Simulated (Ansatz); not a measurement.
Input for Ansatz (an electronic-structure program): R-SVWN5/def2-TZVPP on CH4BFO (SMILES CB(O)F), a point of a torsion scan.

Ansatz 0.2 input:
```yaml
crystal:
  periodic: [false, false, false]
  atoms:
    - {symbol: C, position_ang: [-0.86522048, -0.19461177, -0.05722333]}
    - {symbol: B, position_ang: [0.57471310, 0.47023396, 0.02973599]}
    - {symbol: O, position_ang: [1.65677118, 0.13918010, -0.68710395]}
    - {symbol: F, position_ang: [0.73865321, 1.51832182, 0.83860153]}
    - {symbol: H, position_ang: [-1.59758822, 0.52990473, -0.40662771]}
    - {symbol: H, position_ang: [-0.90182381, -1.05672527, -0.71713633]}
    - {symbol: H, position_ang: [-1.19509969, -0.51141920, 0.92912912]}
    - {symbol: H, position_ang: [1.53492258, -0.27209776, -1.53911951]}
basis:
  gaussian:
    orbitals: def2-TZVPP
hamiltonian:
  xc: {name: SVWN5}
scf: {lower_state_search: off}
```

Q: What total energy does the run end on?

A: -238.8299 hartree.
